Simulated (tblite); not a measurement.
C6H9P2 (charge -1).
Bonds: C1–C2, C2–C3, C3–C4 (aromatic), C4–P5 (aromatic), P5–C6 (aromatic), C6–C7, C6–P8 (aromatic), C3–P8 (aromatic). Hydrogens: H9, H10, H11 on C1; H12, H13 on C2; H14 on C4; H15, H16, H17 on C7.
Bond orders are those of one Lewis drawing.

Computed with GFN2-xTB (tblite), gas phase: L-BFGS steps from a force-field or distance-geometry start until the largest atomic force falls under 0.01 eV/Å.

At the end of the run (lengths in Å): C4–P5 1.744, P5–C6 1.738, C6–C7 1.506, C6–P8 1.741, C4–H14 1.086, C3–P8 1.758, C3–C4 1.370, C4–P5–C6 93.9°, C3–C4–P5 118.1°, P5–C6–P8 117.5°, P5–C6–C7 121.0°, C1–C2–C3–C4 82°, H9–C1–C2–C3 -60°, H12–C2–C1–H9 180°.

Question: These geometries were met on the way; a selection of coordinates is given. Order them by energy above the end point, lowest first.
A. C4–P5 1.899, P5–C6 1.677, C6–C7 1.480, C6–P8 1.790, C4–H14 1.063, C3–P8 1.803, C3–C4 1.408, C4–P5–C6 107.7°, C3–C4–P5 106.3°, P5–C6–P8 105.9°, P5–C6–C7 131.2°, C1–C2–C3–C4 91°, H9–C1–C2–C3 -107°, H12–C2–C1–H9 137°
B. C4–P5 1.761, P5–C6 1.738, C6–C7 1.518, C6–P8 1.747, C4–H14 1.082, C3–P8 1.760, C3–C4 1.370, C4–P5–C6 95.0°, C3–C4–P5 117.3°, P5–C6–P8 116.1°, P5–C6–C7 124.8°, C1–C2–C3–C4 89°, H9–C1–C2–C3 -107°, H12–C2–C1–H9 135°
C. C4–P5 1.840, P5–C6 1.740, C6–C7 1.517, C6–P8 1.758, C4–H14 1.132, C3–P8 1.803, C3–C4 1.349, C4–P5–C6 103.3°, C3–C4–P5 111.1°, P5–C6–P8 107.4°, P5–C6–C7 128.9°, C1–C2–C3–C4 90°, H9–C1–C2–C3 -105°, H12–C2–C1–H9 137°
D. C4–P5 1.745, P5–C6 1.787, C6–C7 1.556, C6–P8 1.734, C4–H14 1.124, C3–P8 1.769, C3–C4 1.378, C4–P5–C6 98.0°, C3–C4–P5 115.8°, P5–C6–P8 112.0°, P5–C6–C7 125.9°, C1–C2–C3–C4 89°, H9–C1–C2–C3 -106°, H12–C2–C1–H9 136°
E. C4–P5 1.748, P5–C6 1.733, C6–C7 1.501, C6–P8 1.737, C4–H14 1.086, C3–P8 1.756, C3–C4 1.369, C4–P5–C6 93.9°, C3–C4–P5 117.4°, P5–C6–P8 117.9°, P5–C6–C7 122.6°, C1–C2–C3–C4 90°, H9–C1–C2–C3 -107°, H12–C2–C1–H9 134°

Answer: E (0.134 eV), B (0.221 eV), D (0.375 eV), C (0.758 eV), A (1.283 eV).

```tsv
step	E above end (eV)	rms distance from the end, all atoms (Å)	largest force (eV/Å)	rms shift of all bonds from the end (Å)
15	0.134	0.361	0.131	0.003
6	0.221	0.386	0.429	0.007
3	0.375	0.395	1.112	0.020
1	0.758	0.406	1.989	0.030
0	1.283	0.412	4.597	0.049
```

Rows stand in the order of the answer.
